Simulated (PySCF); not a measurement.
C₄HCl₂F, SMILES C#CC(F)=C(Cl)Cl.

The structure is a stationary point at PBE0-D3(BJ)/def2-SVP. This is a generated structure with no PubChem entry under its InChIKey; it may be hypothetical.

Level of theory: PBE/def2-TZVP (PySCF).

Isolated molecule, no solvent.

Computed frontier levels, gap, dipole moment and polarisability:
```yaml
highest_occupied_level: -5.97 eV
lowest_empty_level: -2.40 eV
orbital_gap: 3.57 eV
dipole_moment: 1.32 D
quadrupole, principal values (traceless, Buckingham form, about the centre of nuclear charge): -5.68, -4.66, 10.34 D·Å
mean_static_polarisability: 76.8 bohr³ (11.38 Å³)
polarisability_principal_values: 40.8, 69.7, 119.9 bohr³
```
